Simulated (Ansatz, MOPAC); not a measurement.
System: C3H8BO, charge 0, multiplicity 2. SMILES: B(C)(OC)[CH2]

Atoms: C1, B2, C3, O4, C5, H6, H7, H8, H9, H10, H11, H12, H13. Bonds: C1-B2, C1-H6, C1-H7, B2-C3, B2-O4, C3-H8, C3-H9, C3-H10, O4-C5, C5-H11, C5-H12, C5-H13.

Bond lengths (Å) and angles (degrees) optimised at PM3 with MOPAC; PM6 with MOPAC; HF/3-21G with Ansatz (a first-principles code); MP2/6-31G* with Ansatz, each started from the B3LYP-D3(BJ)/def2-TZVP structure (Ansatz) of the last column. A row stands for all coordinates that are equal there; 11 of 25 kinds are shown. 6-31G* holds six Cartesian d functions. At PM3 the structure is a saddle point. At PM6 the structure is a saddle point. No wavenumbers were computed at MP2/6-31G*, so these may be saddle points.

```json
[
 {"coordinate": "C1-B2", "PM3": "1.507", "PM6": "1.548", "HF/3-21G": "1.546", "MP2/6-31G*": "1.545", "B3LYP-D3(BJ)/def2-TZVP": "1.535"},
 {"coordinate": "C1-H6", "PM3": "1.083", "PM6": "1.066", "HF/3-21G": "1.077", "MP2/6-31G*": "1.086", "B3LYP-D3(BJ)/def2-TZVP": "1.085"},
 {"coordinate": "C1-H7", "PM3": "1.084", "PM6": "1.064", "HF/3-21G": "1.077", "MP2/6-31G*": "1.086", "B3LYP-D3(BJ)/def2-TZVP": "1.084"},
 {"coordinate": "B2-C3", "PM3": "1.541", "PM6": "1.577", "HF/3-21G": "1.591", "MP2/6-31G*": "1.584", "B3LYP-D3(BJ)/def2-TZVP": "1.579"},
 {"coordinate": "B2-O4", "PM3": "1.379", "PM6": "1.380", "HF/3-21G": "1.384", "MP2/6-31G*": "1.376", "B3LYP-D3(BJ)/def2-TZVP": "1.371"},
 {"coordinate": "C3-H8", "PM3": "1.096", "PM6": "1.090", "HF/3-21G": "1.085", "MP2/6-31G*": "1.092", "B3LYP-D3(BJ)/def2-TZVP": "1.090"},
 {"coordinate": "C3-H9", "PM3": "1.100", "PM6": "1.090", "HF/3-21G": "1.090", "MP2/6-31G*": "1.097", "B3LYP-D3(BJ)/def2-TZVP": "1.095"},
 {"coordinate": "O4-C5", "PM3": "1.404", "PM6": "1.429", "HF/3-21G": "1.440", "MP2/6-31G*": "1.428", "B3LYP-D3(BJ)/def2-TZVP": "1.418"},
 {"coordinate": "C1-B2-C3", "PM3": "123.1", "PM6": "124.3", "HF/3-21G": "122.8", "MP2/6-31G*": "123.4", "B3LYP-D3(BJ)/def2-TZVP": "123.4"},
 {"coordinate": "C1-B2-O4", "PM3": "112.3", "PM6": "111.6", "HF/3-21G": "116.0", "MP2/6-31G*": "114.6", "B3LYP-D3(BJ)/def2-TZVP": "115.0"},
 {"coordinate": "C3-B2-O4", "PM3": "124.5", "PM6": "124.1", "HF/3-21G": "121.2", "MP2/6-31G*": "122.0", "B3LYP-D3(BJ)/def2-TZVP": "121.7"}
]
```

Mean signed difference of all 12 bond lengths from B3LYP-D3(BJ)/def2-TZVP: PM3 -0.004 Å, PM6 0.000 Å, HF/3-21G 0.000 Å, MP2/6-31G* 0.003 Å.
